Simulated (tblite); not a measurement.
C16H14N2 (redox-flow and redox-shuttle molecule), SMILES C#Cc1cccc2c1N(C)c1ccccc1N2C at step 0 of a GFN2-xTB optimisation (tblite, gas phase), coordinates in Å:

```
  1 C    -3.459   -2.932    0.509
  2 C    -3.016   -1.830    0.316
  3 C    -2.515   -0.499    0.122
  4 C    -3.489    0.521    0.198
  5 C    -3.126    1.854    0.147
  6 C    -1.786    2.198    0.011
  7 C    -0.780    1.217   -0.095
  8 C    -1.149   -0.170   -0.067
  9 N    -0.100   -1.126   -0.196
 10 C    -0.369   -2.426   -0.800
 11 C     1.252   -0.781    0.035
 12 C     2.241   -1.751    0.285
 13 C     3.564   -1.383    0.532
 14 C     3.924   -0.041    0.536
 15 C     2.950    0.943    0.309
 16 C     1.611    0.596    0.055
 17 N     0.598    1.556   -0.186
 18 C     0.978    2.929   -0.481
 19 H    -3.865   -3.900    0.686
 20 H    -4.534    0.262    0.350
 21 H    -3.884    2.634    0.230
 22 H    -1.538    3.257    0.027
 23 H    -1.216   -2.393   -1.482
 24 H     0.465   -2.763   -1.433
 25 H    -0.532   -3.183   -0.032
 26 H     1.984   -2.805    0.324
 27 H     4.317   -2.145    0.720
 28 H     4.948    0.251    0.743
 29 H     3.267    1.976    0.361
 30 H     1.935    2.995   -1.012
 31 H     0.271    3.424   -1.154
 32 H     1.053    3.518    0.444
```

(1) What are the forces on the atoms (eV/Å)?

Results:

(1) 
```
  1 C    -0.15   -0.19    0.06
  2 C     0.46    0.29   -0.18
  3 C     0.18   -0.19    0.06
  4 C     0.19    0.18    0.09
  5 C    -0.08   -0.33   -0.06
  6 C     0.73   -0.20    0.06
  7 C     0.11   -0.22    0.17
  8 C     0.61    0.26    0.01
  9 N    -0.29    0.10   -0.37
 10 C     0.28    0.09    0.01
 11 C    -0.06    0.24    0.20
 12 C    -0.41    0.42   -0.01
 13 C    -0.06    0.35   -0.10
 14 C    -0.58   -0.08   -0.05
 15 C    -0.29   -0.46    0.05
 16 C    -0.13   -0.04    0.01
 17 N    -0.18   -0.19   -0.31
 18 C     0.01    0.04    0.07
 19 H     0.21    0.53   -0.10
 20 H     0.29   -0.11   -0.09
 21 H     0.29   -0.27   -0.06
 22 H     0.07   -0.34   -0.05
 23 H    -0.28    0.20    0.28
 24 H     0.12    0.30    0.30
 25 H    -0.15   -0.06   -0.04
 26 H    -0.04    0.27   -0.08
 27 H    -0.24    0.14   -0.06
 28 H    -0.22   -0.01   -0.08
 29 H    -0.16   -0.07   -0.06
 30 H    -0.05   -0.37    0.23
 31 H    -0.19   -0.29    0.20
 32 H     0.01    0.01   -0.11
```
